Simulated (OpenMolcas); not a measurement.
# Co6+, Rh6+, Ir6+: d3 down the group

| Quantity | Value |
| --- | --- |
| Program | OpenMolcas |
| Method | CASSCF |
| Basis | ANO-R2 |
| Scalar Hamiltonian | X2C, finite nucleus |
| Spin-orbit coupling | RASSI with atomic mean-field integrals over the reference wave functions, term energies averaged over their components |

Active space for each ion: 3 electrons in 5 orbitals (d).

Computed levels in cm-1 above 4F 3/2:

```csv
Level,Co6+,Rh6+,Ir6+
4F 5/2,667,1801,7685
4F 7/2,1585,3985,13973
4F 9/2,2738,6358,18149
4P 1/2,25754,18192,21854
2G 7/2,26551,20467,28848
4P 5/2,26821,20969,31192
weight of 4F in the lowest level (%),100,98,84
```

Mixed levels, with the weight of the term that names them: Ir6+ 4F 9/2 (59 %), Ir6+ 4P 1/2 (73 %).

Measured, with the error of the calculation in %. Measured levels: Co6+ from Sugar and Corliss, J. Phys. Chem. Ref. Data 10, 1097 (1981).

```tsv
Level	Co6+
4F 5/2	698 (-4.4)
4F 7/2	1610 (-1.6)
4F 9/2	2723 (+0.5)
4P 1/2	21096 (+22.1)
4P 5/2	22187 (+20.9)
```

The fine-structure level 4F 9/2 changes by a factor of 6.63 from Co6+ to Ir6+.

Without spin-orbit coupling 4P lies 24820, 16198, 14622 cm-1 above 4F in that order; the difference to the level 4P 1/2, of either sign, comes from spin-orbit coupling, which also lowers the zero.

Without dynamic correlation excited terms often stand tens of per cent too high (terms of higher spin than the ground term too low), and those without a measured partner can miss by more than the paired ones. Some high roots are left out of the spin-orbit mixing, which shifts the levels that they would mix with (holds for Co6+). Computed and measured levels are paired by configuration, term and J; levels that our copy of the source lacks, or whose pairing is in doubt (as where it misses far off the trend of its configuration), stay unpaired and out of the deviations. Only configurations of the active space appear.
